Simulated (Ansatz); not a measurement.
Reaction (ligand exchange at a B–S bond): `[SiH3]BS` + `OCS` → `[SiH3]BOCS` + H₂S

Program: Ansatz. Geometries: PBE0-D4/def2-TZVP. ΔE: electronic, gas phase. CCSD(T)/CBS is the MP2 limit (def2-TZVPP, def2-QZVPP) plus CCSD(T) − MP2 in def2-TZVPP, frozen cores. This one scheme is used for every species. Functionals use def2-TZVPP. B3LYP here is the variant with VWN-RPA as its local correlation; programs differ in this. One conformer a species, not always the lowest.

`[SiH3]BS`:

```xyz
8

Si    1.080    0.670   -0.051
B    -0.469   -0.580    0.224
S    -1.987   -0.236   -0.604
H     0.758    1.800   -0.965
H     2.236   -0.080   -0.620
H     1.510    1.233    1.260
H    -0.389   -1.540    0.927
H    -2.739   -1.267   -0.173
```

`OCS`:

Z-matrix (Å, degrees):
```
C
S 1 1.793
O 1 1.405 2 110.6
H 1 1.095 2 109.2 3 123.4
H 1 1.097 2 104.5 3 -120.8
H 2 1.343 1 96.4 3 -70.0
H 3 0.962 1 108.1 2 177.5
```

`[SiH3]BOCS`:

```xyz
12

Si   -1.990   -1.175   -0.733
B    -0.268   -0.115   -0.697
O     0.120    0.470    0.453
C     1.329    1.196    0.544
S     2.685    0.232    1.228
H    -1.706   -2.579   -1.147
H    -2.693   -1.204    0.578
H    -2.916   -0.599   -1.751
H     0.425    0.024   -1.675
H     1.666    1.512   -0.447
H     1.142    2.070    1.165
H     2.207    0.169    2.481
```

H₂S:

```xyz
3

S    -0.054    0.616   -0.039
H     0.868   -0.205    0.485
H    -0.814   -0.411   -0.447
```

```
             level  ΔE (kJ/mol)  difference from CCSD(T)/CBS
            PBE-D4        -38.3                          6.9
         r2SCAN-D4        -41.5                          3.7
           PBE0-D4        -38.9                          6.3
          B3LYP-D4        -49.9                         -4.7
           ωB97X-V        -47.6                         -2.4
           ωB97M-V        -47.7                         -2.5
            B2PLYP        -48.7                         -3.5
               PBE        -37.3                          7.9
            r2SCAN        -40.7                          4.5
              PBE0        -37.8                          7.4
             B3LYP        -48.8                         -3.6
     HF/def2-TZVPP        -55.1                         -9.9
    MP2/def2-TZVPP        -45.4                         -0.2
SCS-MP2/def2-TZVPP        -49.3                         -4.1
   CCSD/def2-TZVPP        -50.0                         -4.8
CCSD(T)/def2-TZVPP        -48.7                         -3.5
     HF/def2-QZVPP        -56.1                        -10.9
    MP2/def2-QZVPP        -43.7                          1.5
SCS-MP2/def2-QZVPP        -47.6                         -2.4
      HF/CBS(def2)        -56.2                        -11.0
     MP2/CBS(def2)        -41.8                          3.4
    CCSD/CBS(def2)        -46.4                         -1.2
       CCSD(T)/CBS        -45.2                            0
```

Largest T1 diagnostic among the species: 0.015.

In def2-TZVPP, CCSD(T) changes the Hartree–Fock value by +6.4 kJ/mol (the triples alone add +1.3 kJ/mol) and MP2 by +9.7 kJ/mol.

CCSD(T)/CBS has its own doubt, a few kJ/mol and more with outer-core shells, so smaller differences from it don't rank the levels.
